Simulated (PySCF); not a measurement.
**How the method moves the HOMO and LUMO of `CC(=O)[SiH]1CC1`**

C4H8OSi.
Numbering: `[CH3:1][C:2](=[O:3])[SiH:4]1[CH2:5][CH2:6]1` (hydrogens: H7, H8, H9 on C1; H10 on Si4; H11, H12 on C5; H13, H14 on C6)

Structure used (PBE0-D3(BJ)/def2-SVP), in Å, numbered top down from 1:
```xyz
14
C4H8OSi angstrom
C      1.9591   -0.0089   -0.3232
C      1.4219   -0.0491    1.0846
O      2.1460   -0.1047    2.0537
Si    -0.4736   -0.0224    1.3629
C     -1.5731    0.7953    0.0893
C     -1.5939   -0.7300    0.0415
H      1.5508    0.8567   -0.8689
H      1.6424   -0.9129   -0.8685
H      3.0564    0.0420   -0.3001
H     -0.8898   -0.0585    2.7844
H     -2.4848    1.2927    0.4386
H     -1.1120    1.3186   -0.7558
H     -1.1388   -1.2105   -0.8318
H     -2.5192   -1.2256    0.3556
```

Basis pcSseg-1 throughout (PySCF), one geometry. One conformer (not necessarily the lowest) at the PBE0-D3(BJ)/def2-SVP geometry, without solvent, vibrations or thermal averaging.

**Question.** How do the orbital energies, the gap and the dipole change with the method?

**Answer.** 
```tsv
method	kind	HOMO (eV)	LUMO (eV)	gap (eV)	μ (D)	SCF cycles
BLYP	GGA	-5.31	-2.09	3.22	2.62	15
OPBE	GGA	-5.37	-2.16	3.21	2.67	16
PBE	GGA	-5.42	-2.24	3.18	2.67	16
B97-D	GGA	-5.43	-2.15	3.28	2.68	15
BP86	GGA	-5.54	-2.34	3.20	2.70	15
KT3	GGA	-5.57	-2.19	3.39	2.60	16
LDA	LDA	-5.57	-2.46	3.12	2.80	15
KT2	GGA	-5.59	-2.20	3.39	2.67	16
B97-2	global hybrid	-6.66	-1.31	5.35	2.70	13
B3LYP	global hybrid	-6.68	-1.46	5.23	2.66	15
PBE0	global hybrid	-6.93	-1.24	5.68	2.71	14
mPW1PW91	global hybrid	-6.97	-1.26	5.71	2.71	14
BHandHLYP	global hybrid	-8.06	-0.10	7.96	2.70	13
CAM-B3LYP	range-separated hybrid	-8.33	-0.06	8.27	2.61	14
wB97X-D	range-separated hybrid	-8.83	0.54	9.37	2.67	14
HF	Hartree–Fock	-9.58	2.61	12.19	2.78	11
LC-wPBE	range-separated hybrid	-9.64	1.07	10.71	2.56	14
```

The HOMO spans 4.34 eV, from BLYP down to LC-wPBE, and the gap runs from 3.12 eV (LDA) to 12.19 eV (HF). Over the methods BLYP (0 %), OPBE (0 %), PBE (0 %), B97-D (0 %), BP86 (0 %), KT3 (0 %), LDA (0 %), KT2 (0 %), B97-2 (21 %), B3LYP (20 %), PBE0 (25 %), mPW1PW91 (25 %), BHandHLYP (50 %), HF (100 %), a straight line through the gap against the share of exact exchange rises by 0.91 eV for each 10 % (correlation coefficient 0.999). The dipole ranges from 2.56 D (LC-wPBE) to 2.80 D (LDA). This basis has no diffuse functions.

The vertical ΔSCF ionisation energy at B3LYP/def2-SVPD is 8.95 eV; −ε(HOMO) comes closest to it with wB97X-D (8.83 eV).
